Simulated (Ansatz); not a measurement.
CH5ClFNOSi (SMILES CO[Si](N)(F)Cl), singlet, geometry from GFN2-xTB, atoms displaced at random by about 0.03 Å a coordinate; R2SCAN/STO-3G, gradient run with Ansatz (a program for electronic structure).

The Ansatz input:
Ansatz 0.2 input:
```yaml
crystal:
  periodic: [false, false, false]
  atoms:
    - {symbol: C, position_ang: [-2.00344701, -0.38000630, -1.39917377]}
    - {symbol: O, position_ang: [-1.17646856, 0.56488748, -0.73712208]}
    - {symbol: Si, position_ang: [0.26965807, 0.25192320, -0.01331766]}
    - {symbol: N, position_ang: [1.45986832, -0.29918782, -1.17080425]}
    - {symbol: F, position_ang: [0.57281607, 1.76596540, 0.50537024]}
    - {symbol: Cl, position_ang: [0.25540852, -0.97230127, 1.48919688]}
    - {symbol: H, position_ang: [-1.52949194, -0.84576123, -2.24740946]}
    - {symbol: H, position_ang: [-2.37757942, -1.21662768, -0.68673027]}
    - {symbol: H, position_ang: [-2.87615698, 0.14807987, -1.68762460]}
    - {symbol: H, position_ang: [2.36832404, -0.61278363, -0.81230668]}
    - {symbol: H, position_ang: [1.55812449, 0.18598241, -2.06104248]}
basis:
  gaussian:
    orbitals: STO-3G
hamiltonian:
  xc: r2scan
output: {forces: true}
```

**Question.** Write the output that Ansatz gives for this input, abridged.

**Answer.** 
```
Functional definition: r2SCAN
547 factors; integrals over basis functions are off by at most 4.9e-5 eV
mean field evaluation 1: about -27439.7700 eV, gradient 3.3e1 eV
mean field evaluation 2: about -27439.3000 eV, gradient 3.7e1 eV
mean field evaluation 4: about -27443.4445 eV, gradient 1.5e0 eV
mean field evaluation 8: about -27443.3654 eV, gradient 3.4e-2 eV
mean field -27443.36540612 eV, -1008.5250768937 hartree, gradient 2.4e-5 eV, S^2 0.000000; 0 other end points of the search recorded, 0 dependent functions left out
the calculation of the forces begins
reference -27443.36541200 eV, -1008.5250771097 hartree; 33, 33 occupied and 10, 10 virtual orbitals, 547 factors
Total energy: -27443.36541200 eV, -1008.5250771097 hartree
Atom 0 at    -2.003447    -0.380006    -1.399174 Å, force     0.252543    -2.231615     2.904973 eV/Å
Atom 1 at    -1.176469     0.564887    -0.737122 Å, force    -0.324230     1.240035     0.104344 eV/Å
Atom 2 at     0.269658     0.251923    -0.013318 Å, force     1.230306     3.212331    -4.499971 eV/Å
Atom 3 at     1.459868    -0.299188    -1.170804 Å, force    -1.177347    -0.402072     1.313827 eV/Å
Atom 4 at     0.572816     1.765965     0.505370 Å, force     0.101683    -0.137203     0.171735 eV/Å
Atom 5 at     0.255409    -0.972301     1.489197 Å, force    -0.009780    -3.272564     3.834485 eV/Å
Atom 6 at    -1.529492    -0.845761    -2.247409 Å, force     0.482125    -0.662765    -1.226121 eV/Å
Atom 7 at    -2.377579    -1.216628    -0.686730 Å, force     0.625329     0.915118    -1.023074 eV/Å
Atom 8 at    -2.876157     0.148080    -1.687625 Å, force    -1.734104     0.969380    -0.989933 eV/Å
Atom 9 at     2.368324    -0.612784    -0.812307 Å, force     0.415409    -0.104024     0.001511 eV/Å
Atom 10 at     1.558124     0.185982    -2.061042 Å, force     0.138064     0.473378    -0.591775 eV/Å
Dipole moment:     0.138512     0.068253    -0.449513 e Å
```
